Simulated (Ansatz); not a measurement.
`[SiH3]O[CH2][ZnH]` + H₂ → `CO[SiH3]` + `[ZnH2]` at 600 K and 1 bar (hydrogenolysis of a C–Zn bond).

Computed with Ansatz on PBE0-D4/def2-TZVP structures; ΔE is electronic, products minus reactants. CCSD(T)/CBS adds triple-zeta CCSD(T) − MP2 to the extrapolated MP2 energy (def2 sets, frozen cores). This one scheme is used for every species. For Zn outer-core shells are correlated without core-valence functions, which leaves a few kJ/mol of doubt a bond. Scalar relativity is left out up to krypton. One conformer a species, not always the lowest.

| species | CCSD(T)/CBS energy (Eh) | H − E (kJ/mol) | S (J/(mol·K)) |
| --- | --- | --- | --- |
| `[SiH3]O[CH2][ZnH]` | -2184.28160 | 223.8 | 442.2 |
| H₂ | -1.17544 | 43.9 | 150.8 |
| `CO[SiH3]` | -405.93001 | 222.4 | 366.2 |
| `[ZnH2]` | -1779.54550 | 52.6 | 230.0 |

H − E and S are ideal-gas, rigid-rotor, harmonic terms from PBE0-D4/def2-TZVP, for one conformer and one mirror image of each species. For small species the MP2-based limit differs from directly extrapolated CCSD(T) by up to some mEh (0.8 for H₂); such offsets cancel only in part. 1 Eh = 2625.50 kJ/mol, R = 8.31446 J/(mol·K).

Question: By hand: ΔE, ΔH, ΔS and ΔG.

Answer: ΔE = (-405.93001) + (-1779.54550) − (-2184.28160) − (-1.17544) = -0.01847 Eh = -48.5 kJ/mol. Δ(H − E) = 222.4 + 52.6 − 223.8 − 43.9 = 7.3, so ΔH = -41.2 kJ/mol. ΔS = 366.2 + 230.0 − 442.2 − 150.8 = 3.2 J/(mol·K). ΔG = -41.2 − 600 × (3.2)/1000 = -43.1 kJ/mol.

Question: By hand: the equilibrium constant, and the temperature at which ΔG would vanish if ΔH and ΔS stayed fixed.

Answer: log₁₀ K = −ΔG/(RT ln 10) = 3.8. ΔH and −TΔS have one sign here, so there is no such temperature.

The number of gas molecules stays the same, so ΔS is small and ΔH decides. A doubt of 5 kJ/mol in ΔE shifts log₁₀ K by 0.4 here. Other conformers and mirror images would add mixing entropy, several J/(mol·K) or more a flexible species. Modes under 60 cm⁻¹, often nearly free rotors, make the harmonic entropy too high. These are equilibria of isolated gas molecules and say nothing of rates. Largest T1 diagnostic: 0.016 (customary marks: 0.02 for closed shells, 0.045 for open ones).

ΔS is within the doubt of such terms, so its sign, and with it that verdict, could turn.
